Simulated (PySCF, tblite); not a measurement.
A set of runs on `B/[C]=C(\BC)CC` [radical]; the geometry of each is named by its level. Settings lines and outputs come from a driver script.

Compound: C5H11B2 (doublet state).
SMILES with atom numbers: `[BH2:1]/[C:2]=[C:3](\[BH:4][CH3:5])[CH2:6][CH3:7]` (hydrogens: H8, H9 on B1; H10 on B4; H11, H12, H13 on C5; H14, H15 on C6; H16, H17, H18 on C7)

Step 1: GFN2-xTB geometry optimisation, gas phase (tblite 0.8.0) (from a force-field or distance-geometry start)
```json
{"job": {"kind": "relax", "xc": "GFN2-xTB", "basis": "xTB"}, "charge": 0, "multiplicity": 2}
```
```
step      E/eV     max force
  0    -506.75227    2.745
  1    -507.03802    1.948
  2    -507.21387    1.529
...
126    -508.18550    0.038
127    -508.18562    0.035
128    -508.18568    0.015
129    -508.18572    0.011
130    -508.18574    0.010
```

Energy lowered by 33.1 kcal/mol over 130 steps; largest atomic force 0.010 eV/Å at the end. «max force» is the largest atomic force in eV/Å.

Step 2: GFN2-xTB harmonic vibrations, gas phase (tblite 0.8.0) (on the GFN2-xTB geometry)
```json
{"job": {"kind": "ir", "xc": "GFN2-xTB", "basis": "xTB"}, "charge": 0, "multiplicity": 2}
```
```
(table of modes left out)
```

48 modes from 38 to 3040 cm⁻¹ (unscaled, harmonic); zero-point energy 90.1 kcal/mol; all wavenumbers are real at this level.

Step 3: UKS B3LYP, pcH-1 on B C H, non-relativistic, mean-field spin-orbit, GIAO (PySCF 2.14.0) (on the GFN2-xTB geometry)
```json
{"job": {"kind": "epr", "basis": "pcH-1"}, "charge": 0, "multiplicity": 2}
```
```
...
E = -246.80364284 Eh   <S^2> = 0.7536 (exact 0.7500)
g shifts (ppm)      1          2          3
  rmc          -122       -122       -122
  gc             30          2         23
  oz_so        -200         47        323
  total        -293        -73        224
hyperfine (MHz)  atom isotope    a_iso     a_fc   dipolar eigenvalues
    0   11B      -3.40      -3.40    -18.95    -12.21     31.16
    1   13C      22.20      22.20    -52.38    -47.20     99.58
    2   13C     -27.31     -27.31    -10.63     -0.00     10.63
    3   11B      49.69      49.69     -6.47     -4.25     10.71
    4   13C       1.27       1.27     -1.36     -0.07      1.44
    5   13C      57.67      57.67     -6.87     -6.19     13.06
    6   13C      -0.59      -0.59     -1.12     -0.81      1.92
    7    1H      -5.03      -5.03     -9.99     -2.70     12.69
    8    1H      -6.48      -6.48     -9.99     -2.75     12.75
    9    1H      10.71      10.71     -2.89     -1.06      3.96
   10    1H      -0.21      -0.21     -1.67     -1.04      2.71
   11    1H      -0.46      -0.46     -1.56     -0.87      2.43
   12    1H      -0.07      -0.07     -4.79     -2.27      7.06
   13    1H      -4.44      -4.44     -3.68     -1.92      5.60
   14    1H      -4.97      -4.97     -5.44     -1.00      6.44
...
```

⟨S²⟩ 0.754; g_iso 2.0023. rmc, gc and oz_so are the mass-correction, gauge-correction and orbital-Zeeman/spin–orbit parts of the g shift along its three principal axes; a_iso is the isotropic hyperfine coupling and a_fc its Fermi-contact part. The log counts atoms from 0, this text from 1.

Task: Which step took the most CPU time, and about what did each take on Arm Neoverse V2, one thread, on a shared host?

Result: Step 3, about 98 % of the total. CPU time by step: 1: 0.62 s, 2: 0.42 s, 3: 64 s.

Geometry of the electronic-property runs (GFN2-xTB):
```
atom  x, y, z in Å
B1    -0.854   -2.614   -0.086
C2    -0.481   -1.216   -0.251
C3    -0.077    0.017   -0.378
B4     1.362    0.410    0.061
C5     2.417   -0.661    0.523
C6    -1.002    1.126   -0.873
C7    -1.616    1.863    0.313
H8    -1.017   -3.055    0.989
H9    -1.002   -3.291   -1.032
H10    1.663    1.544    0.011
H11    3.127   -0.834   -0.287
H12    3.012   -0.310    1.366
H13    1.989   -1.626    0.781
H14   -0.430    1.824   -1.485
H15   -1.794    0.693   -1.487
H16   -2.257    2.670   -0.036
H17   -0.836    2.285    0.943
H18   -2.213    1.181    0.915
```

 (This holds for the electronic-property runs.)

One conformer stands for the species.
